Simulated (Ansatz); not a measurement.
`O[SiH2]O[Si](O)(O)O` and `O[Si](O)(O)O` differ in one atom or group.

Ansatz, PBE0-D4/def2-TZVP geometries, multiplicity 1. Each molecule was computed in one conformer, which needn't be the lowest.

| property | `O[SiH2]O[Si](O)(O)O` |
| --- | --- |
| size of the dipole moment (B3LYP/def2-TZVPP) / D | 2.15 |
| size of the dipole moment (ωB97M-V/def2-TZVPP) / D | 2.18 |
| HOMO energy (PBE0/def2-TZVPP) / eV | -8.48 |
| size of the dipole moment (PBE/def2-TZVPP) / D | 2.17 |
| HOMO energy (PBE/def2-TZVPP) / eV | -6.97 |
| HOMO–LUMO gap (PBE0/def2-TZVPP) / eV | 8.69 |

Question: What does the change do to each property? (An estimate is asked.)

Answer: The calculation gave: 
```json
{"property": "size of the dipole moment (B3LYP/def2-TZVPP) / D", "`O[Si](O)(O)O`": "0.00", "shift": "-2.15"}
{"property": "size of the dipole moment (ωB97M-V/def2-TZVPP) / D", "`O[Si](O)(O)O`": "0.00", "shift": "-2.18"}
{"property": "HOMO energy (PBE0/def2-TZVPP) / eV", "`O[Si](O)(O)O`": "-9.12", "shift": "-0.64"}
{"property": "size of the dipole moment (PBE/def2-TZVPP) / D", "`O[Si](O)(O)O`": "0.00", "shift": "-2.17"}
{"property": "HOMO energy (PBE/def2-TZVPP) / eV", "`O[Si](O)(O)O`": "-7.34", "shift": "-0.37"}
{"property": "HOMO–LUMO gap (PBE0/def2-TZVPP) / eV", "`O[Si](O)(O)O`": "9.58", "shift": "0.89"}
```

With PBE0 the HOMO falls by 0.64 eV and the LUMO rises by 0.26 eV, so the gap widens by about 0.90 eV. PBE moves the HOMO by -0.37 eV and ωB97M-V by -0.80 eV.

B3LYP here is the variant with VWN-RPA as its local correlation; programs differ in this.
